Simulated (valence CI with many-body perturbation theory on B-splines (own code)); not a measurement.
The numbers below are computed, except where a source is named.
# Ladder of approximations for Kr14+

Level of theory: relativistic CI+MBPT: four valence electrons over a frozen Dirac-Fock core [Ar], a basis of 9 s, 9 p, 10 d, 8 f, 5 g, 3 h, 1 i functions for each j, with the one-electron correlation potential Σ1, the two-electron term Σ2, the three-electron term Σ3, Breit, model QED; selected CI, second order for the rest (own B-spline code, finite nucleus).

No measured levels were compared; by estimate terms of the open shell hold to 2 to 4 % of their energy, and close levels can change places. Core correlation moves these levels by up to 7600 cm⁻¹, and in measured spectra 5 to 20 % of such shifts remained as error; rates that hang on mixing are uncertain with them. Only levels of the ground parity were solved; by the run's estimate the other parity begins above the list, which can be wrong where configurations are misplaced.

Each rung adds one term. CI alone is the Dirac-Coulomb CI over the frozen core; QED comes last and gives the full result, which names the levels. Energies are above 3d4 5D_0 on the same rung, in cm⁻¹.

Names give the largest LS component (configuration and term), which can be under half, so a name can repeat, a term be missing and a line seem to break the LS rules; names also repeat where a configuration has a term twice. Letters in brackets count levels of one name in rising energy.

```csv
Level,CI alone,Σ1,Σ2,Σ3,Breit,QED,Full
3d4 5D_1,2419,+75,+156,+22,-256,+14,2430
3d4 5D_2,6092,+165,+310,+30,-632,+30,5996
3d4 5D_3,10350,+250,+433,+28,-1068,+44,10037
3d4 5D_4,14885,+324,+538,+17,-1566,+56,14253
3d4 3P_0 [a],51266,+141,-1357,-448,+180,-3.3,49779
3d4 3H_4,56754,+238,-486,-670,-728,+11,55119
3d4 3P_1 [a],61726,+358,-1177,+49,-495,+34,60494
3d4 3H_5,62313,+390,-141,-435,-1467,+39,60699
3d4 3F_3 [a],65861,+329,-1311,-711,-691,+26,63502
3d4 3H_6,66106,+461,+137,-430,-2164,+51,64162
3d4 3F_2 [a],66991,+367,-1127,-527,-726,+33,65012
3d4 3F_4 [a],69834,+475,-772,-583,-1307,+53,67700
3d4 3P_2 [a],74908,+566,-1257,+49,-1281,+65,73050
3d4 3G_4,79237,+503,-1383,-1138,-1500,+51,75770
3d4 3G_3,78381,+559,-1238,-668,-1251,+64,75848
3d4 3G_5,83430,+640,-1022,-749,-2134,+78,80242
3d4 3D_3,93948,+500,-3792,-1299,-1035,+44,88365
3d4 3D_2,94943,+534,-3300,-935,-1101,+54,90195
3d4 1I_6,93662,+620,+133,-1007,-2236,+66,91237
3d4 3D_1,97955,+613,-3505,-1351,-1002,+63,92774
3d4 1G_4 [a],101259,+782,-523,-2448,-1923,+95,97243
3d4 1S_0 [a],110133,+702,-2049,-4803,-1230,+75,102828
3d4 1D_2 [a],116387,+721,-3411,+1414,-1234,+71,113948
3d4 1F_3,129854,+675,-4682,-76,-1271,+56,124555
3d4 3P_2 [b],147954,+681,-5217,+280,-883,+47,142862
3d4 3F_4 [b],150481,+731,-3569,-181,-1257,+56,146261
3d4 3F_2 [b],152580,+804,-4013,-34,-1134,+66,148270
3d4 3F_3 [b],154162,+844,-3806,-109,-1346,+74,149819
3d4 3P_1 [b],157686,+865,-5205,+376,-1028,+76,152770
3d4 3P_0 [b],162737,+959,-5109,+257,-1269,+91,157667
3d4 1G_4 [b],171671,+861,-4233,+165,-1515,+67,167015
```

The middle columns are the shifts that each term adds.

Task: How does the ionisation energy move along the ladder, and which term matters most?

Result: CI alone 482.90, + Σ1 485.22, + Σ2 491.34, + Σ3 491.35, + Breit 491.25, + QED 491.27 eV. The largest step is Σ2, 6.12 eV. NIST lists 492 ± 5 eV (theoretical).
